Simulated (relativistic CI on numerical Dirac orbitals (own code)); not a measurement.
# Radial parameters of Kr VIII

Method of calculation: Dirac-Coulomb-Breit CI, separate exchange-only KLI orbitals for each configuration, a model potential for QED, unscaled Slater integrals (own radial code, finite nucleus).

Slater integrals F^k, G^k are unscaled and averaged over j, outside the closed core [Ar]; ζ comes from projecting the Hamiltonian with its Breit term on Σ l·s of the shell.

- 3d¹⁰4p: ζ(4p) = 6312 cm⁻¹; <r>(4p) = 1.454, <r^2>(4p) = 2.383 (bohr units).
- 3d¹⁰4d: ζ(4d) = 509.17 cm⁻¹; <r>(4d) = 1.731, <r^2>(4d) = 3.403 (bohr units).
- 3d¹⁰4f: ζ(4f) = -15.452 cm⁻¹; <r>(4f) = 2.132, <r^2>(4f) = 5.115 (bohr units).

In this model ζ of a weakly bound d, f or g electron outside closed shells comes out too small, for d by up to a factor of two or three and at times with the wrong sign; that of an outer p electron is too small as well.

Averages of the first 10 configurations, taken without configuration mixing, which lowers the lowest level and can move excited configurations by several eV; other configurations of the list can lie among them:

```
Configuration  Parity  States  Average energy above the lowest level (eV)
       3d¹⁰4s    even       2                                         0.1
       3d¹⁰4p     odd       6                                        18.5
       3d¹⁰4d    even      10                                        46.0
       3d¹⁰4f     odd      14                                        69.0
       3d¹⁰5s    even       2                                        60.1
       3d¹⁰5p     odd       6                                        67.3
       3d⁹4s²    even      10                                        82.3
       3d¹⁰5d    even      10                                        78.7
       3d¹⁰6s    even       2                                        84.9
       3d⁹4p²    even     150                                       119.7
```
